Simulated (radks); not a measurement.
The numbers below are computed, except where a source is named.
Problem. The ytterbium ion Yb44+, configuration [Ar] 3d8. Code: a radial shooting solver on a logarithmic mesh with Libxc functionals. Model: scalar-relativistic Kohn-Sham, r2SCAN, spin-polarised, spherical densities, finite nucleus; open shells are filled with parallel spins first (spin-orbit coupling, left out, can overturn this in heavy ions); meta-GGA in the generalised Kohn-Sham scheme; Fermi nuclear charge, rms radius 5.3108 fm. Some entries of the table are withheld. Estimate them.

orbital,occ.,eigenvalue (eV),<r^2> (bohr^2),<r> (bohr)
1s up,1,-63635.55,0.0005300,0.01966
1s down,1,-63635.54,0.0005300,0.01966
2s up,1,-12687.61,0.008154,0.08306
2s down,1,-12676.17,0.008144,0.08301
2p up,3,-11456.87,0.006660,(1)
2p down,3,-11448.05,0.006649,(2)
3s up,1,-4460.246,0.05032,0.2101
3s down,1,-4449.166,0.05043,0.2103
3p up,3,-4085.641,0.04998,(3)
3p down,3,-4074.023,0.05012,(4)
3d up,5,-3659.024,0.04043,0.1866
3d down,3,-3643.886,0.04060,0.1869

Solution. 
(1) 2p up <r> (bohr): 0.07387
(2) 2p down <r> (bohr): 0.07382
(3) 3p up <r> (bohr): 0.2080
(4) 3p down <r> (bohr): 0.2083
